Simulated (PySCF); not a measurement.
# Electron correlation in Bi²⁺ (bismuth, charge +2)

[Xe] 4f14 5d10 6s2 6p1, 2P determinant. Calculation: PySCF 2.14, in def2-TZVPPD with the def2 core potential (60 electrons); scalar relativity through the core potential. Frozen: nothing; 21 electrons correlated.

MP2 pair energies summed by pair of shells (mhartree):

```
 pair   energy  share (%)
5d-5d  -201.72       49.0
5d-6s   -87.28       21.2
5p-5d   -40.98       10.0
5d-6p   -19.67        4.8
6s-6s   -16.00        3.9
6s-6p   -12.45        3.0
5p-5p   -11.75        2.9
5p-6s    -7.35        1.8
5s-5d    -6.73        1.6
5s-5p    -4.36        1.1
5p-6p    -1.60        0.4
5s-5s    -0.87        0.2
5s-6s    -0.47        0.1
5s-6p    -0.09        0.0
```

Total MP2 correlation energy: -411.34 mhartree.

Same-spin part -146.91 and opposite-spin part -264.44 mhartree; SCS-MP2 scales them by 1/3 and 6/5 to -366.29 mhartree.

The basis has no tight functions for the innermost shells, so their pair energies are far from complete.

This basis was not built for core-valence correlation, so the inner-shell part is incomplete.
